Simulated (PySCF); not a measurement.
Fill in the blanks.

C₅H₄AlF₃O₂.
Numbering: `[F:1][C:2]([F:3])=[C:4]([F:5])[C:6]1=[CH:7][O:8][AlH2-:9][O+:10]=[CH:11]1` (hydrogens: H12 on C7; H13, H14 on Al9; H15 on C11)

Conformer (atom-mapped SMILES and torsion angles): `[F:1][C:2]([F:3])=[C:4]([F:5])[C:6]1=[CH:7][O:8][AlH2-:9][O+:10]=[CH:11]1`: C2–C4–C6–C7 -146°.

```tsv
property	level	value
point group	PBE0-D3(BJ)/def2-SVP	C1
rotational constants A, B, C	PBE0-D3(BJ)/def2-SVP	2.194, 0.519, 0.436 GHz
dipole moment	CAM-B3LYP/def2-SVPD	2.09 D
HOMO energy	CAM-B3LYP/def2-SVPD	-8.40 eV
LUMO energy	CAM-B3LYP/def2-SVPD	?
lowest singlet excitation	TDDFT CAM-B3LYP/def2-SVPD	?
strongest line among the 10 lowest singlet transitions	TDDFT CAM-B3LYP/def2-SVPD	?
lowest triplet excitation (Tamm–Dancoff)	TDA CAM-B3LYP/def2-SVPD	2.61 eV
static isotropic polarisability	CAM-B3LYP/def2-SVPD	95.6 au
electronic spatial extent ⟨r²⟩ about the centre of nuclear charge	CAM-B3LYP/def2-SVPD	2290 bohr²
13C chemical shifts (computed TMS as zero) by class	GIAO KT2/pcSseg-2	178.9 (C11), 178.4 (C7), 160.4 (C2), 127.7 (C4), 111.0 (C6) ppm
1H chemical shifts (computed TMS as zero) by class	GIAO KT2/pcSseg-2	8.37 (H12), 8.33 (H15), 4.71 (H13/H14) ppm
isotropic shieldings of nuclei other than C and H, by class	GIAO KT2/pcSseg-2	13 (O10), 15 (O8), 262 (F1), 287 (F3), 350 (F5), 438 (Al9) ppm
```

Electronic properties: PySCF, gas phase, density fitting. Geometry: PBE0-D3(BJ)/def2-SVP, one conformer, isolated molecule.

**Question.** The LUMO energy?

**Answer.** -1.79 eV.

**Question.** The lowest singlet excitation?

**Answer.** 3.82 eV (324 nm, f = 0.049).

**Question.** Give the strongest line among the 10 lowest singlet transitions.

**Answer.** S7 at 6.34 eV (196 nm, f = 0.261).

The dipole matches unit charges of opposite sign 0.44 Å apart (1 e·Å = 4.8032 D). With B = h/(8π²I), that is 505.379 GHz u Å² over I, the principal moments of inertia are 230.4, 974.3 and 1158.0 u Å² (most abundant isotopes). The vertical singlet–triplet gap S1 − T1 is 1.21 eV (TDDFT singlet less Tamm–Dancoff triplet; S1: HOMO→LUMO, weight 0.98; T1: HOMO→LUMO, weight 0.88). The largest Löwdin shares of the LUMO are 0.25 on C7, 0.25 on C11, 0.15 on O10 and 0.15 on O8.

For the TDDFT job (CAM-B3LYP/def2-SVPD), on an Arm Neoverse V2 with one thread, no GPU, on a shared host, this took 97 s (with the writing of density and orbital grids) and 1.3 GiB of memory at its peak.
